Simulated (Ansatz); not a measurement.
GaCl3, SMILES [Cl][Ga]([Cl])[Cl].

Coordinates come from a B3LYP-D3(BJ)/def2-SVP optimisation. The isomer is the one that the SMILES or the coordinates give; other isomers of the formula were not compared.

Two levels are set side by side: PBE/def2-SVPD (Ansatz, a quantum-chemistry and plane-wave program) and PBE0/def2-SVPD (Ansatz). Energy differences of separate SCF runs at the same geometry; the states with an electron removed or added have multiplicity 2 and 2. Differences are taken from unrounded values.

```csv
quantity,PBE0,PBE,PBE minus PBE0
vertical ionisation energy (eV),11.61,11.00,-0.60
vertical electron affinity (eV),0.75,0.88,0.13
vertical singlet–triplet gap (eV),5.51,4.83,-0.69
```
